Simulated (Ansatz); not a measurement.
Wavefunction ladder for `[CH3][In-]([CH3])([CH3])[OH2+]`

```xyz
16

C    -1.363   -1.329   -1.045
In    0.018    0.194   -0.332
C    -0.776    1.855    0.827
C     2.030    0.283   -1.122
O     0.455   -1.106    1.739
H    -0.869   -2.300   -1.138
H    -2.225   -1.434   -0.382
H    -1.742   -1.064   -2.035
H    -1.669    1.566    1.386
H    -1.057    2.679    0.166
H    -0.031    2.242    1.527
H     2.442   -0.721   -1.245
H     2.686    0.852   -0.461
H     2.033    0.769   -2.101
H     0.158   -0.589    2.494
H    -0.091   -1.898    1.723
```

The species carries charge 0 and has multiplicity 1. Correlated methods include outer-core shells of In, which these sets cover unevenly. In: def2 effective core potential. The structure was optimised at the PBE0-D4/def2-TZVP level. It is one conformer, not always the lowest. Frozen core, restricted reference, Ansatz.

| basis | HF (Eh) | MP2 corr. | CCSD corr. | (T) | CCSD(T) total |
| --- | --- | --- | --- | --- | --- |
| def2-SVP | ? | -0.74560 | ? | ? | ? |
| def2-TZVPP | -384.15047 | -1.11102 | – | – | – |
| def2-QZVPP | -384.16141 | ? | – | – | – |

Question: Fill in the withheld values. (Estimate.)

Answer: Computed: def2-SVP HF (Eh): -383.91345; def2-SVP CCSD corr.: -0.81101; def2-SVP (T): -0.02134; def2-SVP CCSD(T) total: -384.74580; def2-QZVPP MP2 corr.: -1.35418.
